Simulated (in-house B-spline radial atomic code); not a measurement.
The outermost shell (largest non-relativistic mean radius) with and without relativity; Dirac values are averaged over j. Computed with an all-electron radial atomic-structure program (B-spline basis): non-relativistic Hartree-Fock and Dirac-Hartree-Fock, averages of the configuration (point nuclei without relativity, finite nuclei with it).

```
ion      configuration  outermost shell  radius non-relativistic (bohr)  radius Dirac (bohr)  radius change (%)  level non-relativistic (eV)  level Dirac (eV)  spin-orbit splitting (eV)
Cs+  [Kr] 4d10 5s2 5p6               5p                          2.1016               2.0779            -1.1251                      -23.368            -23.48                     1.8384
Ba+           [Xe] 6s1                ?                               ?                    ?                  ?                            ?                 ?                          ?
La+           [Xe] 5d2               5d                          2.8319               2.9205              3.129                      -10.618           -10.194                    0.12701
Ce+       [Xe] 4f1 5d2               5d                          2.7888               2.8734             3.0326                      -10.688            -10.27                    0.13596
Pr+       [Xe] 4f3 6s1                ?                               ?                    ?                  ?                            ?                 ?                          ?
Nd+       [Xe] 4f4 6s1               6s                          4.4474               4.2524            -4.3836                       -9.578           -10.023                          -
Pm+       [Xe] 4f5 6s1               6s                          4.3973               4.1949             -4.603                       -9.685           -10.159                          -
```

(1) Fill in the row of Ba+.

(2) Fill in the row of Pr+.

(3) Which member changes most?

Results:

(1) outermost shell: 6s; radius non-relativistic (bohr): 4.6929; radius Dirac (bohr): 4.539; radius change (%): -3.2785; level non-relativistic (eV): -9.082; level Dirac (eV): -9.3925.

(2) outermost shell: 6s; radius non-relativistic (bohr): 4.5007; radius Dirac (bohr): 4.3134; radius change (%): -4.1616; level non-relativistic (eV): -9.466; level Dirac (eV): -9.8834.

(3) Promethium (Pm+): its 6s shell contracts by 4.6 %.
